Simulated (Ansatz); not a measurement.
Born–Oppenheimer molecular dynamics of FGeHO (4 atoms, charge 0, multiplicity 1). It starts from a relaxed structure.

Method: RKS B3LYP/def2-mTZVP (Ansatz).

```
ensemble                      : NVE (velocity Verlet)
time step                     : 1 fs
steps asked                   : 166
starting velocities drawn for : 500 K
masses                        : H 2.014 u
seed                          : 708087
```

First frame:

```xyz
4
Properties=species:S:1:pos:R:3
O -0.827 0.547 -0.385
Ge -0.394 -0.699 0.824
F 1.353 -0.771 0.452
H -0.076 0.863 -0.912
```

**Question.** How far do the bonds stretch over the last three quarters of this one trajectory? (Pairs bonded in most of those frames.)

**Answer.** 
| bond | mean (Å) | spread (Å) | shortest | longest |
| --- | --- | --- | --- | --- |
| O1–Ge2 | 1.800 | 0.057 | 1.71 | 1.89 |
| O1–H4 | 0.971 | 0.002 | 0.97 | 0.97 |
| Ge2–F3 | 1.794 | 0.025 | 1.75 | 1.84 |

Mean temperature of the second half: 246 K. The conserved energy stayed within 0.11 meV per atom of its start (net change 0.058 meV per atom), so the integration is sound. Over the second half the temperature averaged 0.49 of the 500 K drawn at the start: a run that starts near a minimum puts about half its kinetic energy into the potential. A run of 0.17 ps of so small a system gives no equilibrium averages.

Time of the run: 3.6 min on 2 threads of Arm Neoverse N1, on a shared host, peak memory 0.16 GiB.
